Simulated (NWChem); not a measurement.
System: C₃H₇FSi; SMILES F[SiH2]/C=C/C

Parts of the log:

```
             Northwest Computational Chemistry Package (NWChem) 7.3.0
             --------------------------------------------------------

 C1  symmetry detected

                             Geometry "geometry" -> ""
                             -------------------------

 Output coordinates in angstroms (scale by  1.889725989 to convert to a.u.)

  No.       Tag          Charge          X              Y              Z
 ---- ---------------- ---------- -------------- -------------- --------------
    1 C                    6.0000     0.28494294    -2.91442947    -0.01765759
    2 C                    6.0000    -0.08426585    -1.49353327    -0.32993662
    3 C                    6.0000     0.03146994    -0.44611598     0.50422057
    4 Si                  14.0000    -0.49458961     1.25890920     0.00806056
    5 F                    9.0000     0.77934205     2.25442583    -0.11893001
    6 H                    1.0000     0.67563681    -3.01836315     0.99950697
    7 H                    1.0000     1.04487403    -3.28174411    -0.72056610
    8 H                    1.0000    -0.58471925    -3.57676167    -0.12502046
    9 H                    1.0000    -0.48120302    -1.32729581    -1.33414944
   10 H                    1.0000     0.43330917    -0.62917440     1.50346703
   11 H                    1.0000    -1.40844280     1.86438836     1.01323212
   12 H                    1.0000    -1.16216111     1.17886181    -1.31870601

 Effective nuclear repulsion energy (a.u.)     214.5136920595

                                 NWChem DFT Module
                                 -----------------

 Summary of "ao basis" -> "ao basis" (spherical)
 ------------------------------------------------------------------------------
       Tag                 Description            Shells   Functions and Types
 ---------------- ------------------------------  ------  ---------------------
 C                           6-31g*                  6       14   3s2p1d
 Si                          6-31g*                  8       18   4s3p1d
 F                           6-31g*                  6       14   3s2p1d
 H                           6-31g*                  2        2   2s

            General Information
            -------------------
          SCF calculation type: DFT
          Wavefunction type:  closed shell.
          No. of atoms     :    12
          No. of electrons :    48
           Alpha electrons :    24
            Beta electrons :    24
          Charge           :     0
          Spin multiplicity:     1
          Use of symmetry is: off; symmetry adaption is: off
          Maximum number of iterations: 200
          AO basis - number of functions:    88
                     number of shells:    46
          Convergence on energy requested:  1.00D-06
          Convergence on density requested:  1.00D-05
          Convergence on gradient requested:  5.00D-04

              XC Information
              --------------
                    Becke 1988 Exchange Functional  1.000
              Lee-Yang-Parr Correlation Functional  1.000

             Grid Information
             ----------------
          Grid used for XC integration:  medium
          Radial quadrature: Mura-Knowles
          Angular quadrature: Lebedev.
          Tag              B.-S. Rad. Rad. Pts. Rad. Cut. Ang. Pts.
          ---              ---------- --------- --------- ---------
          C                   0.70       49          12.0       434
          Si                  1.10       88          11.0       590
          F                   0.50       49          13.0       434
          H                   0.35       45          13.0       434
          Grid pruning is: on
          Number of quadrature shells:   599
          Spatial weights used:  Erf1

      Superposition of Atomic Density Guess
      -------------------------------------

 Sum of atomic energies:        -504.65802976

      Non-variational initial energy
      ------------------------------

 Total energy =    -507.020011
 1-e energy   =   -1120.848928
 2-e energy   =     399.315225
 HOMO         =      -0.310340
 LUMO         =      -0.005877

   convergence    iter        energy       DeltaE   RMS-Dens  Diis-err
 ---------------- ----- ----------------- --------- --------- ---------
 d= 0,ls=0.0,diis     1   -507.7107278228 -7.22D+02  1.73D-02  6.89D-01
 d= 0,ls=0.0,diis     2   -507.6173881818  9.33D-02  1.08D-02  1.89D+00
 d= 0,ls=0.0,diis     3   -507.7823845377 -1.65D-01  2.47D-03  8.14D-02
 d= 0,ls=0.0,diis     4   -507.7881836063 -5.80D-03  1.30D-03  1.20D-02
 d= 0,ls=0.0,diis     5   -507.7893423881 -1.16D-03  4.99D-04  4.61D-03
 d= 0,ls=0.0,diis     6   -507.7899574534 -6.15D-04  1.21D-04  1.16D-04
 d= 0,ls=0.0,diis     7   -507.7899724670 -1.50D-05  3.58D-05  1.24D-05
 d= 0,ls=0.0,diis     8   -507.7899741702 -1.70D-06  8.30D-06  4.85D-07
 d= 0,ls=0.0,diis     9   -507.7899742442 -7.40D-08  1.08D-06  1.13D-08

         Total DFT energy =     -507.789974244233
      One electron energy =    -1125.153285346678
           Coulomb energy =      453.093203581151
    Exchange-Corr. energy =      -50.243584538231
 Nuclear repulsion energy =      214.513692059525

 Numeric. integr. density =       47.999992913101

                       DFT Final Molecular Orbital Analysis
                       ------------------------------------

 Vector   22  Occ=2.000000D+00  E=-2.780650D-01
              MO Center= -6.0D-01,  1.5D+00, -1.9D-01, r^2= 2.7D+00
   Bfn.  Coefficient  Atom+Function         Bfn.  Coefficient  Atom+Function
  ----- ------------  ---------------      ----- ------------  ---------------
    65      0.346254   5 F  pz               88      0.336301  12 H  s
    51     -0.295383   4 Si pz               86     -0.280316  11 H  s
    69      0.254160   5 F  pz               87      0.237869  12 H  s
    85     -0.204569  11 H  s                47      0.122916   4 Si pz
    59     -0.088003   4 Si d  1             64      0.083693   5 F  py

 Vector   23  Occ=2.000000D+00  E=-2.648234D-01
              MO Center= -1.3D-01,  1.5D-01,  1.9D-01, r^2= 3.9D+00
   Bfn.  Coefficient  Atom+Function         Bfn.  Coefficient  Atom+Function
  ----- ------------  ---------------      ----- ------------  ---------------
    32      0.323568   3 C  py               50     -0.267613   4 Si py
    64      0.220021   5 F  py                4      0.195186   1 C  py
    18     -0.175006   2 C  py               86     -0.174021  11 H  s
     6      0.172120   1 C  s                84     -0.169520  10 H  s
    68      0.161909   5 F  py               49      0.159706   4 Si px

 Vector   24  Occ=2.000000D+00  E=-2.311947D-01
              MO Center= -3.2D-02, -9.6D-01,  1.1D-01, r^2= 2.4D+00
   Bfn.  Coefficient  Atom+Function         Bfn.  Coefficient  Atom+Function
  ----- ------------  ---------------      ----- ------------  ---------------
    31      0.368866   3 C  px               17      0.332751   2 C  px
    35      0.245334   3 C  px               21      0.225325   2 C  px
    33     -0.140680   3 C  pz               86      0.124346  11 H  s
    80      0.123285   8 H  s                78     -0.121682   7 H  s
    19     -0.119930   2 C  pz                3     -0.114047   1 C  px

 Vector   25  Occ=0.000000D+00  E=-4.112060D-02
              MO Center= -1.5D-01, -5.8D-01, -1.7D-03, r^2= 3.6D+00
   Bfn.  Coefficient  Atom+Function         Bfn.  Coefficient  Atom+Function
  ----- ------------  ---------------      ----- ------------  ---------------
    21      0.460300   2 C  px               17      0.415315   2 C  px
    35     -0.337123   3 C  px               53     -0.282235   4 Si px
    31     -0.271526   3 C  px               54     -0.255949   4 Si py
    66      0.211601   5 F  s                23     -0.196041   2 C  pz
    80      0.194416   8 H  s                49     -0.192369   4 Si px

 Vector   26  Occ=0.000000D+00  E= 3.717855D-02
              MO Center= -4.9D-01,  9.0D-01,  7.1D-02, r^2= 4.7D+00
   Bfn.  Coefficient  Atom+Function         Bfn.  Coefficient  Atom+Function
  ----- ------------  ---------------      ----- ------------  ---------------
    54      0.780942   4 Si py               53      0.602831   4 Si px
    20      0.445325   2 C  s                66     -0.431288   5 F  s
    35     -0.426764   3 C  px               31     -0.268540   3 C  px
    21      0.256599   2 C  px               37      0.251287   3 C  pz
    88      0.251751  12 H  s                50      0.249986   4 Si py

 Vector   27  Occ=0.000000D+00  E= 5.722815D-02
              MO Center= -2.5D-01,  6.9D-01,  2.7D-02, r^2= 6.3D+00
   Bfn.  Coefficient  Atom+Function         Bfn.  Coefficient  Atom+Function
  ----- ------------  ---------------      ----- ------------  ---------------
    34      1.070477   3 C  s                53     -0.814431   4 Si px
    54      0.763109   4 Si py                6      0.567160   1 C  s
    82     -0.417673   9 H  s                78     -0.384936   7 H  s
    55     -0.374052   4 Si pz               20      0.359750   2 C  s
    88     -0.328807  12 H  s                36      0.326208   3 C  py

     Multipole analysis of the density
     ---------------------------------

     L   x y z        total         alpha         beta         nuclear
     -   - - -        -----         -----         ----         -------
     0   0 0 0     -0.000000    -24.000000    -24.000000     48.000000

     1   1 0 0     -0.214011     -0.107006     -0.107006      0.000000
     1   0 1 0     -0.913616     -0.456808     -0.456808      0.000000
     1   0 0 1      0.024250      0.012125      0.012125      0.000000

     2   2 0 0    -29.066004    -41.441897    -41.441897     53.817790
     2   1 1 0     -1.404091      6.837975      6.837975    -15.080040
     2   1 0 1      0.590277     -1.019499     -1.019499      2.629274
     2   0 2 0    -28.222933   -323.308562   -323.308562    618.394190
     2   0 1 1      0.556470     -0.791495     -0.791495      2.139459
     2   0 0 2    -27.419048    -32.722784    -32.722784     38.026519

            General Information
            -------------------
          SCF calculation type: DFT
          Wavefunction type:  closed shell.
          No. of atoms     :    12
          No. of electrons :    48
           Alpha electrons :    24
            Beta electrons :    24
          Charge           :     0
          Spin multiplicity:     1
          Use of symmetry is: off; symmetry adaption is: off
          Maximum number of iterations: 200
          AO basis - number of functions:    88
                     number of shells:    46
          Convergence on energy requested:  1.00D-06
          Convergence on density requested:  1.00D-05
          Convergence on gradient requested:  5.00D-04

              XC Information
              --------------
                    Becke 1988 Exchange Functional  1.000
              Lee-Yang-Parr Correlation Functional  1.000

             Grid Information
             ----------------
          Grid used for XC integration:  medium
          Radial quadrature: Mura-Knowles
          Angular quadrature: Lebedev.
          Tag              B.-S. Rad. Rad. Pts. Rad. Cut. Ang. Pts.
          ---              ---------- --------- --------- ---------
          C                   0.70       49          12.0       434
          Si                  1.10       88          11.0       590
          F                   0.50       49          13.0       434
          H                   0.35       45          13.0       434
          Grid pruning is: on
          Number of quadrature shells:   599
          Spatial weights used:  Erf1

          Convergence Information
          -----------------------
          Convergence aids based upon iterative change in
          total energy or number of iterations.
          Levelshifting, if invoked, occurs when the
          HOMO/LUMO gap drops below (HL_TOL):  1.00D-02
          DIIS, if invoked, will attempt to extrapolate
          using up to (NFOCK): 20 stored Fock matrices.

                    Damping( 0%)  Levelshifting(0.5)       DIIS
                  --------------- ------------------- ---------------
          dE  on:    start            ASAP                start
          dE off:    2 iters        200 iters           200 iters

                            NWChem DFT Gradient Module
                            --------------------------

  charge          =   0.00
  wavefunction    = closed shell

                         DFT ENERGY GRADIENTS

    atom               coordinates                        gradient
                 x          y          z           x          y          z
   1 C       0.538464  -5.507473  -0.033368    0.000015  -0.000255  -0.000170
   2 C      -0.159239  -2.822369  -0.623490    0.000253   0.005161   0.003514
   3 C       0.059470  -0.843037   0.952839    0.000214  -0.006440  -0.003536
   4 Si     -0.934639   2.378993   0.015232    0.003937   0.002455  -0.000587
   5 F       1.472743   4.260247  -0.224745   -0.007629  -0.006072   0.000792
   6 H       1.276768  -5.703879   1.888794   -0.001737   0.000726  -0.004403
   7 H       1.974526  -6.201597  -1.361672   -0.003240   0.002014   0.003097
   8 H      -1.104959  -6.759099  -0.236254    0.003618   0.003261   0.000575
   9 H      -0.909342  -2.508225  -2.521177    0.001816  -0.000655   0.004655
  10 H       0.818836  -1.188967   2.841141   -0.001805   0.000722  -0.004582
  11 H      -2.661571   3.523183   1.914731    0.002593  -0.001345  -0.002509
  12 H      -2.196166   2.227726  -2.491993    0.001964   0.000429   0.003154
```

Level: BLYP/6-31G* (spherical d). All runs use the structure optimised with B3LYP/6-31G* (spherical d).

Q: Write an input that gives this output.

A: This is not unique; one that fits is the input that was run:
```
start job
memory heap 200 mb stack 900 mb global 1100 mb
geometry units angstroms noautoz
  C      0.294636     2.936538     0.069872
  C     -0.246739     1.542737     0.200299
  C      0.308771     0.429226    -0.307439
  Si    -0.480511    -1.234005    -0.105645
  F      0.411272    -2.197124     0.846829
  H      1.227052     2.958104    -0.503018
  H      0.485133     3.373421     1.059488
  H     -0.432825     3.593494    -0.425842
  H     -1.178810     1.457904     0.763934
  H      1.242406     0.531311    -0.865456
  H     -0.619173    -1.936261    -1.409375
  H     -1.813067    -1.049533     0.528889
end
basis spherical
  C library 6-31g*
  Si library 6-31g*
  F library 6-31g*
  H library 6-31g*
end
dft
  xc becke88 lyp
  iterations 200
  convergence diis 20
end
task dft gradient
```
